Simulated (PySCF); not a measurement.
FH4NO2Si, SMILES N[Si](O)(O)F.

Geometry: PBE-D3(BJ)/def2-SVP. This is a generated structure with no PubChem entry under its InChIKey; it may be hypothetical. One conformer was computed; it need not be the lowest.

The numbers are results of PySCF with PBE-D3(BJ)/def2-SVP, not measurements.

Frequencies are harmonic and unscaled.

| mode | ν (cm⁻¹) | IR (km/mol) | moving atoms (share of kinetic energy) |
|---|---|---|---|
| 1 | 129 | 5.8 | H 70 %, O 18 % |
| 2 | 184 | 77.2 | H 63 %, O 13 %, F 12 %, N 12 % |
| 3 | 217 | 27.0 | H 45 %, O 32 %, N 11 %, F 11 % |
| 4 | 287 | 15.8 | H 54 %, F 16 %, N 14 %, Si 11 % |
| 5 | 331 | 29.5 | H 35 %, O 26 %, F 18 %, Si 14 % |
| 6 | 336 | 22.0 | F 28 %, O 27 %, H 21 %, Si 18 % |
| 7 | 350 | 75.3 | H 45 %, O 40 %, Si 9 % |
| 8 | 368 | 100.0 | H 39 %, O 33 %, N 10 %, F 9 %, Si 9 % |
| 9 | 406 | 184.7 | H 57 %, N 32 %, O 8 % |
| 10 | 729 | 3.9 | O 48 %, F 25 %, N 23 % |
| 11 | 784 | 8.6 | H 66 %, N 14 %, F 9 %, O 9 % |
| 12 | 809 | 102.2 | H 80 %, O 13 % |
| 13 | 815 | 180.3 | H 65 %, O 26 % |
| 14 | 923 | 188.3 | Si 46 %, F 23 %, N 14 %, H 14 % |
| 15 | 943 | 163.6 | Si 46 %, O 37 %, H 15 % |
| 16 | 978 | 221.4 | Si 49 %, O 19 %, H 18 %, N 9 % |
| 17 | 1487 | 56.0 | H 89 %, N 11 % |
| 18 | 3506 | 28.6 | H 96 % |
| 19 | 3602 | 35.5 | H 91 %, N 9 % |
| 20 | 3760 | 64.5 | H 94 % |
| 21 | 3769 | 68.4 | H 94 % |
